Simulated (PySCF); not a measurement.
## Dipole response of Rh⁺ (rhodium, charge +1)

[Kr] 4d8, high-spin 3F determinant. Computed with PySCF 2.14 in def2-QZVPPD with the def2 core potential (28 electrons) (7s5p4d4f2g, 88 functions), with scalar relativity through the core potential. Coupled (time-dependent) response in atomic units; α is the mean over directions.

```json
{"method": "UHF", "mean α (bohr³)": "11.36", "C₆ (like pair)": "69.30", "S(−4)": "44.83"}
{"method": "PBE", "mean α (bohr³)": "14.19", "C₆ (like pair)": "89.08", "S(−4)": "85.45"}
{"method": "PBE0", "mean α (bohr³)": "13.16", "C₆ (like pair)": "81.98", "S(−4)": "68.18"}
{"method": "MN15", "mean α (bohr³)": "13.48", "C₆ (like pair)": "84.58", "S(−4)": "69.20"}
```

S(−4) is the Cauchy moment in α(ω) = α(0) + S(−4) ω² + …

Spin-orbit coupling is absent.

α(iu) at MN15:

```csv
u (hartree),α(iu) (bohr³)
0,13.48
0.0500,13.31
0.100,12.84
0.200,11.42
0.300,9.915
0.500,7.548
0.750,5.627
1.00,4.365
1.50,2.837
2.00,1.975
3.00,1.096
5.00,0.4681
```

A single London oscillator, α(iu) = α/(1 + u²/ω²), gives C₆ = (3/4) ω α². Matching the computed C₆ needs ω = 4 × 84.58 / (3 × 13.48²) = 0.621 hartree.

For an ion, C₆ is the dispersion term alone; charge-induced terms of lower order in 1/R come first.

Energies and moments cover only the electrons outside the core potential.
